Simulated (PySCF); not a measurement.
A structure optimised at PBE-D3(BJ)/def2-SVP, used in a PySCF frequency run:

```xyz
11

In     0.1032     0.1658     0.2284
F      1.1780     0.0662     1.8956
C     -0.1612    -1.6486    -0.9534
C     -1.0210    -1.4958    -2.2054
H     -0.5808    -2.3818    -0.2350
H      0.8733    -1.9749    -1.1844
H     -0.5977    -0.7613    -2.9204
H     -2.0546    -1.1702    -1.9697
H     -1.1034    -2.4626    -2.7477
O     -0.5073     2.0879     0.0629
H     -1.0436     2.1919    -0.7474
```
Charge 0, spin multiplicity 1.

Q: Write its SMILES and formula.

A: C[CH2][In]([OH])[F], C2H6FInO

Q: What are its rotational constants (standard atomic weights)?

A: 4.6037, 1.9086, 1.3728 GHz
